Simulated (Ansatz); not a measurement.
A nudged elastic band was laid between two geometries of F3H3Si2 + H2O (11 atoms, charge 0, multiplicity 1).

Theory: Ansatz, RKS PBE/6-31G*.

| Quantity | Value |
| --- | --- |
| movable images | 9 |
| climbing image | yes |
| spring | 5.0 eV/Å² |
| optimiser | quadratic models (default) |
| start path | through a guess of the saddle point |
| force threshold | 0.05 eV/Å |
| iteration limit | 60 |
| end points | relaxed |

Image 0:

```xyz
11
Properties=species:S:1:pos:R:3
Si -0.969 -0.683 -0.031
Si -0.251 1.518 -0.270
F -0.348 -1.726 -1.112
F -0.717 -1.328 1.438
F -2.568 -0.800 -0.247
H 1.615 -1.063 1.186
O 1.740 -0.598 0.334
H 0.410 1.974 0.992
H 0.699 1.613 -1.423
H -1.425 2.415 -0.545
H 1.813 -1.322 -0.321
```

Image 10:

```xyz
11
Properties=species:S:1:pos:R:3
Si -0.633 -1.984 -0.164
Si 0.390 2.174 0.090
F -0.867 -3.087 -1.292
F -1.297 -2.515 1.193
F -1.416 -0.640 -0.567
H 1.059 1.055 0.845
O 0.977 -1.727 -0.031
H 1.127 3.437 0.406
H 0.463 1.882 -1.374
H -1.032 2.269 0.541
H 1.230 -0.864 0.353
```

Task: Which bonds break or form, and what moves?

Result: Bonds broken: Si1–Si2, H6–O7. Bonds formed: Si1–O7, Si2–H6. F3H3Si2 + H2O becomes F3HOSi + H4Si.

Task: What energy profile does the band end with?

Result: The run converged. The highest image is number 6 of 0 to 10, 38.2 kcal/mol above the first end and 56.3 kcal/mol above the last; the last end lies 18.1 kcal/mol below the first. Neighbouring images differ by up to 1.6 eV, so the band resolves the path poorly. A vibrational analysis at the climbing image gives one clearly imaginary mode, 1155i cm⁻¹: a first-order saddle point. The orbitals stay closed-shell, which can raise the energy where a bond breaks towards radicals; this wasn't checked here.

```tsv
image	path coordinate (Å)	energy (kcal/mol)	Si1–Si2 (Å)	H6–O7 (Å)	Si1–O7 (Å)
0	0.00	0.0	2.33	0.98	2.74
1	0.94	0.7	2.33	0.98	2.70
2	1.89	1.2	2.33	0.98	2.68
3	2.83	2.6	2.33	0.98	2.66
4	3.77	3.7	2.33	0.98	2.64
5	4.72	10.5	2.38	0.99	2.18
6	5.66	38.2	2.65	1.28	1.85
7	6.72	0.5	3.32	1.95	1.66
8	7.78	-15.3	3.94	2.43	1.64
9	8.84	-17.8	4.29	2.87	1.64
10	9.90	-18.1	4.29	2.92	1.64
```

Task: What is the geometry of the highest image?

Result: 
```xyz
11
Properties=species:S:1:pos:R:3
Si -0.438 -1.044 -0.163
Si 0.008 1.563 -0.193
F -0.175 -1.842 -1.535
F -0.951 -1.957 1.079
F -1.876 -0.326 -0.503
H 0.902 0.074 0.372
O 1.314 -1.140 0.431
H 1.278 2.326 0.084
H -0.337 1.771 -1.633
H -1.058 2.084 0.715
H 1.333 -1.509 1.345
```

Run time: 9.1 min on 2 threads of Arm Neoverse V2 (shared host), peak memory 0.15 GiB.
